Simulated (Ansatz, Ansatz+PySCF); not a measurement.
```xyz
6

C    -0.0099   -0.0206   -0.6280
O    -0.0608   -0.0736    0.7598
H    -0.0077   -1.0539   -1.0467
H    -0.8778    0.4685   -1.0031
H     0.8725    0.4384   -1.1209
H     0.0139    0.8547    1.0820
```

Basis set: def2-SVP (spherical functions). Frozen core: 2 orbitals. Charge 0, multiplicity 1.

Computed with Ansatz (development build ahead of 0.2.0); each method stands on the lowest determinant of its kind that the runs found. Restricted open shells among the atoms or ions are ROHF, correlated in semicanonical orbitals with singles.

**Question.** Give the atomization energy at this shape (free ground-state atoms in the same class of orbitals less the molecule, no zero-point energy) of singlet CH4O by RHF-MP2, RHF.

**Answer.**

```tsv
method	atomization energy
RHF-MP2	2032.3 kJ/mol
RHF	1564.4 kJ/mol
```
